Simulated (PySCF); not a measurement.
1-bromo-3-chloropropa-1,2-diene (C3H2BrCl), SMILES ClC=C=CBr. Atoms are numbered in the order given.

```xyz
7

Cl    -3.0149     0.7999    -0.7060
C     -2.0130    -0.5384    -0.2024
C     -0.7158    -0.6013    -0.4247
C      0.5775    -0.6756    -0.6359
Br     1.8772    -0.0071     0.5941
H     -2.5731    -1.3327     0.3189
H      1.0329    -1.1261    -1.5323
```

Geometry optimised at PBE-D3(BJ)/def2-SVP.

Calculation: PBE-D3(BJ)/def2-SVP (PySCF).

Frequencies are harmonic and unscaled.

```
mode  ν (cm⁻¹)  IR (km/mol)  moving atoms (share of kinetic energy)
----  --------  -----------  --------------------------------------
1           77          0.0                Cl 46 %, Br 28 %, C 26 %
2          166          1.5                          C 69 %, H 20 %
3          246          0.2        C 64 %, Cl 16 %, H 11 %, Br 10 %
4          407          4.4                  C 75 %, Br 13 %, H 8 %
5          495         19.6                         C 73 %, Cl 19 %
6          653         73.2                          C 82 %, H 11 %
7          705         23.9                          H 60 %, C 39 %
8          750         98.6                         C 75 %, Cl 18 %
9          807         29.5                          H 82 %, C 18 %
10        1087          5.7                          H 75 %, C 24 %
11        1164         40.0                          H 87 %, C 12 %
12        1293         16.4                          C 76 %, H 24 %
13        2000        139.2                                  C 98 %
14        3111          2.8                           H 92 %, C 8 %
15        3123          2.7                           H 91 %, C 9 %
```
